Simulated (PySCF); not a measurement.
## [Sm(OH)3]− at several levels of theory

Computed with PySCF 2.14.0 (density fitting, no spin-orbit coupling) at the geometry relaxed with PBE0:

```xyz
7
[Sm(OH)3]− (singlet in the valence; each metal's 4f electrons, 6 of them, lie in its core potential, out of spins and levels)
Sm    0.0000    0.0000    0.1400
O     2.2800    0.0000    0.1431
H     3.2389    0.0000    0.1481
O    -1.1400    1.9745    0.1431
H    -1.6195    2.8050    0.1481
O    -1.1400   -1.9745    0.1431
H    -1.6195   -2.8050    0.1481
```

```json
{"level": "PBE0", "basis": "Sm lcecp-0-SVP with ECP52, O def2-SVP, H def2-SVP", "state": "singlet", "HOMO (eV)": "–", "gap (eV)": "–", "charge on Sm1 (e)": "0.55", "population of f-type functions on Sm1 (polarisation alone where 4f lies in the core)": "0.04", "dipole about the centre of mass (D)": "0.00", "largest force component (eV/Å)": "0.01"}
{"level": "revPBE", "basis": "the same", "state": "singlet", "HOMO (eV)": "–", "gap (eV)": "–", "charge on Sm1 (e)": "0.35", "population of f-type functions on Sm1 (polarisation alone where 4f lies in the core)": "0.04", "dipole about the centre of mass (D)": "0.00", "largest force component (eV/Å)": "0.64"}
{"level": "PBE0", "basis": "Sm lcecp-0-TZVP with ECP52, O def2-TZVP, H def2-TZVP", "state": "singlet", "HOMO (eV)": "–", "gap (eV)": "–", "charge on Sm1 (e)": "1.10", "population of f-type functions on Sm1 (polarisation alone where 4f lies in the core)": "0.05", "dipole about the centre of mass (D)": "0.00", "largest force component (eV/Å)": "0.45"}
```

In the lcecp rows the 4f levels are missing from HOMO and gap, and the state counts the valence alone.

Charges are Mulliken's, which hang on the basis. The relaxation used the grid (50, 194), these runs (75, 302) or, all-electron (x2c bases, spin-free X2C Hamiltonian), (99, 590).

Question: What does TPSSh with Sm lcecp-0-SVP with ECP52, O def2-SVP, H def2-SVP give here?

Answer: state singlet, charge on Sm1 (e) 0.50, population of f-type functions on Sm1 (polarisation alone where 4f lies in the core) 0.04, dipole about the centre of mass (D) 0.00, largest force component (eV/Å) 0.34. Time: 3.2 s on 2 threads of AMD EPYC 9R45 (Zen 5), with other jobs on the host, from an already converged density.

An lcecp potential fixes the number of 4f electrons, so in runs with it no electron can move into or out of that shell.
